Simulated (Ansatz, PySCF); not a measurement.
Species: C2H7FSi, charge 0, multiplicity 1. 
Coordinates optimised at B3LYP-D3(BJ)/def2-TZVP (Ansatz, a program for electronic structure):
SMILES: C[SiH](C)F
```xyz
11

Si    -0.0665     0.0739    -0.3508
C      1.3909    -1.0582    -0.1080
C     -1.5777    -0.4994     0.5724
F      0.3354     1.5377     0.2005
H     -0.3667     0.2357    -1.7933
H      1.1723    -2.0532    -0.5039
H      2.2745    -0.6785    -0.6245
H      1.6353    -1.1633     0.9512
H     -2.4046     0.2022     0.4480
H     -1.9054    -1.4740     0.2016
H     -1.3726    -0.5972     1.6407
```

Total electronic energies in hartree. Valence correlation only, unless marked. Spin-orbit coupling is left out. No relativistic terms. CBS(X,Y): correlation extrapolated as X^-3; Hartree-Fock from the larger set. The bracket is a focal-point correction in the basis named.

```csv
level,program,energy (Eh)
HF/cc-pV(Q+d)Z,Ansatz,-468.37998
TPSSh-D4/def2-TZVPD,PySCF + dftd4,___
CAM-B3LYP-D3(BJ)/def2-TZVPD,Ansatz + dftd3,-469.87975
CAM-B3LYP/def2-TZVPD,Ansatz,-469.87415
RI-MP2/cc-pV(T+d)Z,Ansatz,-469.09656
"RI-MP2/CBS(cc-pV(T+d)Z,cc-pV(Q+d)Z)",Ansatz,-469.2116
SCS-MP2/cc-pwCVTZ,Ansatz,-469.11510
CCSD(T) with core electrons (1s frozen past Ne)/cc-pwCVTZ,Ansatz,-469.58828
"RI-MP2/CBS(aug-cc-pV(T+d)Z,aug-cc-pV(Q+d)Z)+[CCSD(T)-MP2]/aug-cc-pV(T+d)Z",Ansatz,-469.2804
```

Q: Some entries are withheld; supply them.

A: 
- TPSSh-D4/def2-TZVPD, energy (Eh): -469.96818
